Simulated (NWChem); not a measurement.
**Atomisation of disiloxane (H6OSi2)**

```xyz
9

Si     0.2461    -1.5761     0.0031
O      0.4229     0.0868    -0.0230
Si    -0.3945     1.5457     0.0058
H      0.2309    -2.0760     1.4227
H     -1.0383    -1.9828    -0.6730
H      1.4084    -2.1870    -0.7250
H      0.4552     2.5764    -0.6797
H     -0.6468     1.9751     1.4262
H     -1.7148     1.4267    -0.7114
```
Charge 0, spin multiplicity 1.

The numbers come from NWChem runs, not from measurements. Structure: optimised with PBE/def2-SVP, a minimum by its harmonic frequencies.

Basis set: def2-TZVP. The atomisation energy is electronic alone: no zero-point, thermal, spin-orbit or counterpoise terms. No value is extrapolated to the basis-set limit. Free atoms are single determinants with multiplicities Si 3, O 3, H 2. Correlated methods freeze the same cores in atoms and molecule, 11 orbitals in all.

```json
[
 {"method": "PBE", "atomisation energy (kcal/mol)": "679.3", "relative cost": "under 3"},
 {"method": "PBE0", "atomisation energy (kcal/mol)": "675.7", "relative cost": "under 3"},
 {"method": "BP86", "atomisation energy (kcal/mol)": "697.2", "relative cost": "under 3"},
 {"method": "B3LYP", "atomisation energy (kcal/mol)": "687.4", "relative cost": "1"},
 {"method": "MP2", "atomisation energy (kcal/mol)": "669.1", "relative cost": "under 3"},
 {"method": "HF", "atomisation energy (kcal/mol)": "530.0", "relative cost": "under 3"},
 {"method": "CAM-B3LYP", "atomisation energy (kcal/mol)": "694.7", "relative cost": "10"},
 {"method": "TPSS", "atomisation energy (kcal/mol)": "703.1", "relative cost": "under 3"}
]
```

The values span 173.1 kcal/mol, from HF (lowest) to TPSS (highest). Costs are rough ratios of processor time within this set of runs, SCF included, with B3LYP as 1. Costs are the molecule's.

B3LYP has NWChem's definition, with VWN1-RPA local correlation. GW and range-separated runs recompute their integrals, the others keep them in memory, which bears on the times. No SCF solution was tested for a lower state. Open-shell Hartree-Fock references start from PBE0 orbitals; any time given for them includes that run.
